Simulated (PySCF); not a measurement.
Al(Cl)3(NH3) (AlCl₃H₃N), SMILES [NH3]->[Al]([Cl])([Cl])[Cl] (connectivity only; charge and spin as stated), neutral, multiplicity 1. Atoms are numbered in the order given.

```xyz
8

Al     0.0000     0.0000     0.0239
Cl     1.8093    -1.0446     0.4068
Cl    -1.8093    -1.0446     0.4068
Cl     0.0000     2.0892     0.4068
N      0.0000     0.0000    -1.9945
H     -0.8268     0.4774    -2.3657
H      0.0000    -0.9548    -2.3657
H      0.8268     0.4774    -2.3657
```
Charge 0, spin multiplicity 1.

Geometry optimised at B3LYP-D3(BJ)/def2-SVP. The geometry has at least one imaginary mode, so it is a saddle point at that level. The isomer is the one that the SMILES or the coordinates give; other isomers of the formula were not compared. One conformer was computed; it need not be the lowest.

Level of theory: PBE0/def2-TZVP (PySCF).

ESP charges are fitted to the potential on shells at 1.4 to 2.0 van der Waals radii. Atomic charges (e):

```csv
atom,Mulliken,ESP fit
Al1,0.53,0.54
Cl2,-0.30,-0.26
Cl3,-0.30,-0.26
Cl4,-0.30,-0.26
N5,-0.53,-1.12
H6,0.30,0.46
H7,0.30,0.46
H8,0.30,0.46
```
